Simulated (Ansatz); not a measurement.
Compare A (`B[SiH]1CO1`) with its isomer B (`B1OC[SiH2]1`).

Computed with Ansatz on PBE0-D4/def2-TZVP structures; ΔE is electronic, products minus reactants. CBS: MP2 limit from def2 TZ/QZ plus the TZ coupled-cluster correction, frozen cores. Functionals use def2-TZVPP. B3LYP here is the variant with VWN-RPA as its local correlation; programs differ in this.

Problem. Which is lower in electronic energy at CCSD(T)/CBS, and by how much? (An estimate is asked.)

Solution. Ansatz gave: B, by 125.9 kJ/mol.

Problem. Give E(B) − E(A) in kJ/mol with PBE-D4, B3LYP-D4, ωB97M-V, CCSD/def2-TZVPP, HF/def2-TZVPP, B3LYP, LDA (SPW92). (Best estimate.)

Solution. Ansatz gave: PBE-D4 -118.4, B3LYP-D4 -120.3, ωB97M-V -128.8, CCSD/def2-TZVPP -127.8, HF/def2-TZVPP -125.8, B3LYP -118.9, LDA (SPW92) -134.1. None reverses the order clearly.

Problem. Does the order hold for the free energy at 298.15 K (harmonic terms from PBE0-D4)? (An estimate is asked.)

Solution. Computed: Yes: G(B) − G(A) = -118.6 kJ/mol.

Largest T1 diagnostic: 0.018.

At CCSD(T), def2-SVP lies −31.8 kJ/mol from the extrapolated value and def2-TZVPP −1.7 kJ/mol. From BLYP to BHLYP (50 % exact exchange), in def2-TZVPP and without D4, E(B) − E(A) moves by −14.5 kJ/mol.
